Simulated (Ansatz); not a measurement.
```yaml
crystal:
  periodic: [false, false, false]
  atoms:
    - {symbol: F, position_ang: [-0.743787, -0.500159, 1.570179]}
    - {symbol: Ga, position_ang: [0.075745, -0.087809, 0.098315]}
    - {symbol: F, position_ang: [1.716675, -0.640667, -0.000425]}
    - {symbol: I, position_ang: [-0.993035, 1.168334, -1.688369]}
basis:
  gaussian: {orbitals: STO-3G}
total_charge: 1
magnetization: {spin_polarized: true, initial_magnetization: 1}
hamiltonian: {xc: {name: HF}}
correlation: {method: mp2, frozen_orbitals: {F: 0}}
```

```sh
$ ansatz run in.yaml --threads 4 --pin off --events-out ev --progress --plain --max-ram 10444MiB
```

Shortened log:

```
Functional definition: HF
Error: "frozen_orbitals" has no count for Ga
```

In this input frozen orbitals are typed for one element alone, and the program wants a count for each. The input was rejected before any iteration.
